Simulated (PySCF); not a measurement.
# From a computed spectrum to the compound

A species of 4 atoms with charge 3 has these harmonic modes (PBE0, small Gaussian bases with core potentials, PySCF 2.14.0):

| cm⁻¹ | km/mol | symmetry |
| --- | --- | --- |
| 275 | 82.8 | π |
| 275 | 82.8 | π |
| 417 | 29.5 | σ+ |
| 874 | 11.4 | π |
| 874 | 11.4 | π |
| 2140 | 830.2 | σ+ |
| 3140 | 218.4 | σ+ |

**Question.** Which species is it, and in which structure?

**Answer.** [Yb(HCN)]3+ (singlet in the valence; each metal's 4f electrons, 13 of them, lie in its core potential, out of spins and levels):
```xyz
4

Yb    0.0000    0.0000   -0.3706
N     0.0000    0.0000    1.7827
C     0.0000    0.0000    2.9497
H     0.0000    0.0000    4.0678
```
Ideal gas at 298.15 K and 1 bar: S = 271.7 J/(mol K), Cp = 54.0 J/(mol K), H − H(0 K) = 12.1 kJ/mol (rigid rotor, harmonic modes, spin degeneracy alone, that of the 4f electrons in the core included). An lcecp potential fixes the number of 4f electrons, so in runs with it no electron can move into or out of that shell.
 This is one of several that fit.
